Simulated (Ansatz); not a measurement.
`C=CCBr` + `BN` → `BNCC=C` + HBr at 500 K and 1 bar (substitution at a C–Br bond).

Computed with Ansatz on PBE0-D4/def2-TZVP structures; ΔE is electronic, products minus reactants. CCSD(T)/CBS is the MP2 limit (def2-TZVPP, def2-QZVPP) plus CCSD(T) − MP2 in def2-TZVPP, frozen cores. This one scheme is used for every species. For Br outer-core shells are correlated without core-valence functions, which leaves a few kJ/mol of doubt a bond. Scalar relativity is left out up to krypton. Each species was taken in one conformer, which may not be the lowest.

```json
{"species": "`C=CCBr`", "CCSD(T)/CBS energy (Eh)": "-2690.46304", "H − E (kJ/mol)": "220.6", "S (J/(mol·K))": "355.0"}
{"species": "`BN`", "CCSD(T)/CBS energy (Eh)": "-81.93499", "H − E (kJ/mol)": "148.8", "S (J/(mol·K))": "257.4"}
{"species": "`BNCC=C`", "CCSD(T)/CBS energy (Eh)": "-198.47355", "H − E (kJ/mol)": "333.7", "S (J/(mol·K))": "384.3"}
{"species": "HBr", "CCSD(T)/CBS energy (Eh)": "-2573.91920", "H − E (kJ/mol)": "30.5", "S (J/(mol·K))": "213.7"}
```

H − E and S are ideal-gas, rigid-rotor, harmonic terms from PBE0-D4/def2-TZVP, for one conformer and one mirror image of each species. 1 Eh = 2625.50 kJ/mol, R = 8.31446 J/(mol·K).

Task: By hand: ΔE, ΔH, ΔS and ΔG.

Result: ΔE = (-198.47355) + (-2573.91920) − (-2690.46304) − (-81.93499) = 0.00528 Eh = 13.9 kJ/mol. Δ(H − E) = 333.7 + 30.5 − 220.6 − 148.8 = -5.2, so ΔH = 8.7 kJ/mol. ΔS = 384.3 + 213.7 − 355.0 − 257.4 = -14.4 J/(mol·K). ΔG = 8.7 − 500 × (-14.4)/1000 = 15.9 kJ/mol.

Task: By hand: the equilibrium constant, and the temperature at which ΔG would vanish if ΔH and ΔS stayed fixed.

Result: log₁₀ K = −ΔG/(RT ln 10) = -1.7. ΔH and −TΔS have one sign here, so there is no such temperature.

TΔS isn't small against ΔH here. A doubt of 5 kJ/mol in ΔE shifts log₁₀ K by 0.5 here. Other conformers and mirror images would add mixing entropy, several J/(mol·K) or more a flexible species. These are equilibria of isolated gas molecules and say nothing of rates. Largest T1 diagnostic: 0.012 (customary marks: 0.02 for closed shells, 0.045 for open ones).
